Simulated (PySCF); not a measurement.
Job for PySCF: R-B3LYP/6-31G* on CH6OSi (SMILES CO[SiH3]), a point of a torsion scan.

```python
from pyscf import gto, scf, dft, mp
from pyscf.data.elements import chemcore

mol = gto.M(
    atom='''
    C     1.34464241   -0.03704337    0.09959232
    O     0.29809378   -0.19139279   -0.80677603
    Si   -1.23677341   -0.64451844   -0.55560464
    H     1.89312738   -0.97724244    0.20447834
    H     2.02413655    0.72380612   -0.28988228
    H     0.98759752    0.27473419    1.08340530
    H    -1.32531999   -2.02486981   -0.06640687
    H    -1.74734223   -0.47248369   -1.90402717
    H    -1.88224342    0.21835369    0.43986092
    ''',
    basis='6-31g*',
    cart=True,
    charge=0, spin=0, verbose=3, max_memory=1800)
mf = dft.RKS(mol, xc='b3lyp')
mf.conv_tol = 1e-8
mf.max_cycle = 100
mf.kernel()
if not mf.converged:
    mf = mf.newton().run(mf.mo_coeff, mf.mo_occ)
```

Problem. Give the final energy of this run.

Solution. -406.4424 hartree.
